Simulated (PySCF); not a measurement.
## La₂Cl⁺: from structure and modes to constants

These are results of PySCF, UPBE, basis Cl def2-SVP, La def2-SVP with ECP46 (scalar-relativistic core potentials, no spin–orbit coupling, density fitting), not measurements.

The quintet minimum has C2v symmetry. Masses (u): Cl 34.96885, La 138.90635.

```xyz
3
charge 1 multiplicity 5, angstrom
Cl    0.0000    0.0000   -2.0395
La    1.5450    0.0000    0.2564
La   -1.5450    0.0000    0.2564
```

Harmonic wavenumbers (cm⁻¹): 145.1 (a1, ×1), 167.4 (b2, ×1), 286.2 (a1, ×1).

Problem. Find the principal moments of inertia and the rotational constants. What kind of rotor is it?

Solution. About the centre of mass I = 163.72, 663.17, 826.89 u Å². With B = 16.8576/I this gives 0.103, 0.02542, 0.02039 cm⁻¹. The molecule is an asymmetric top with κ = -0.88.

Problem. What is the harmonic zero-point energy?

Solution. Half the sum of all 3 wavenumbers, 599/2 = 299 cm⁻¹, which is 3.6 kJ/mol (1 cm⁻¹ = 0.0119627 kJ/mol).

Problem. Give the standard entropy (298.15 K, 1 bar) by its translational, rotational, vibrational and spin parts, and Cp.

Solution. Sackur–Tetrode with M = 312.78 u gives 180.5; rotation with symmetry number 2 gives 118.9; vibration 28.0; spin R ln 5 = 13.4. The total is 340.8 J/(mol K), and Cp = 4 R + 23.0 = 56.2 J/(mol K).

Other isomers or separated fragments may lie lower. Open d and f shells are described by one determinant, and the ground state may have another occupation or spin. Spin–orbit coupling, left out here, can matter for elements this heavy.
